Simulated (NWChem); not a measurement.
Species: H$_{3}$O$_{2}$ cation; SMILES O[OH2+]

Give the equilibrium geometry at PBE-D3(BJ)/def2-SVP (NWChem) as an XYZ file, with the point group.

point group Cs; any orientation.
```
5

O     -0.0015     0.8042    -0.1187
O      0.0011    -0.6410     0.0836
H      0.0126     1.1080     0.8299
H      0.8090    -0.9757    -0.4033
H     -0.8194    -0.9755    -0.3819
```
